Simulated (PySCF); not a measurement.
**Dipole response of Ba(2+) (barium, charge +2)**

[Xe], closed-shell 1S. All numbers are calculated (PySCF 2.14, scalar relativity by spin-free X2C-1e, in aug-cc-pVQZ-X2C). Coupled (time-dependent) response in atomic units; α is the mean over directions.

```
method  mean α (bohr³)  C₆ (like pair)  S(−4)
 B3LYP           10.45           74.35  14.50
```

S(−4) is the Cauchy moment in α(ω) = α(0) + S(−4) ω² + …

α(iu) at B3LYP:

```csv
u (hartree),α(iu) (bohr³)
0,10.45
0.0500,10.42
0.100,10.31
0.200,9.905
0.300,9.304
0.500,7.823
0.750,6.031
1.00,4.629
1.50,2.884
2.00,1.964
3.00,1.109
5.00,0.5277
```

For an ion, C₆ is the dispersion term alone; charge-induced terms of lower order in 1/R come first.

Spin-orbit coupling, which splits the p, d and f shells strongly at this Z, is absent.
